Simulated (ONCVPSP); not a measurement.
**Ag (Z = 47), ONCV: configuration errors across variants**

ONCVPSP 4.0.1 input, shortened (lines: element, Z, core and valence counts, functional; n l f; lmax; l rc ep ncon nbas qcut; lloc lpopt rc5 dvloc0; l nproj debl; icmod fcfact rcfact), Wu-Cohen, fully relativistic:

```
  Ag 47.00    7    3  -118130      upf
    1    0    2.00
    2    0    2.00
    2    1    6.00
    3    0    2.00
    3    1    6.00
    3    2   10.00
    4    0    2.00
    4    1    6.00
    4    2    9.00
    5    0    2.00
    2
    0    2.65    0.00    3    8    2.50
    1    1.45    0.00    4    7   10.30
    2    1.70    0.00    3    8   10.30
    4    5    1.20    0.00
    0    2    3.50
    1    1    3.30
    2    1    1.60
    0    0.00    0.00
```

Open shells are filled in proportion to 2j + 1.

All-electron excitation energies from the reference (eV): (1) 4p6 4d10 5s1 -4.050; (2) 4p6 4d10 5s0 3.683; (3) 4p6 4d9 5s0 25.812; (4) 4p6 4d10 5s0 5p1 -0.083.

A true bound ghost makes a file unfit for plane-wave use even where its test errors are small: the radial tests pick states by their node count and pass the ghost by.

Errors AE − PS in meV (a dash: test not solved or not reliable):

| change | (1) | (2) | (3) | (4) | bound ghosts | GHOST(+) flags above zero |
| --- | --- | --- | --- | --- | --- | --- |
| base | +26 | +27 | -54 | +57 | s | none |
| d: rc 1.2 | +25 | +24 | -55 | +56 | s | none |
| d: rc 1.48 | +25 | +25 | -55 | +56 | s | none |
| d: rc 1.62 | +26 | +26 | -54 | +57 | s | none |
| d: rc 1.82 | +27 | +29 | -53 | +59 | s | none |
| d: rc 2 | +29 | +35 | -51 | +63 | s | none |
| d: rc 2.18 | +31 | +40 | -50 | +68 | s | d3/2 |
| d: rc 2.3 | +37 | +53 | -46 | +77 | s, d3/2 | d5/2 |
| d: rc 2.44 | +39 | +57 | -45 | +81 | s, d3/2 | d5/2 |

Question: Give the same row for: d: rc 1.38.

Answer: +25, +25, -55, +56; bound ghosts: s; GHOST(+) flags above zero: none.
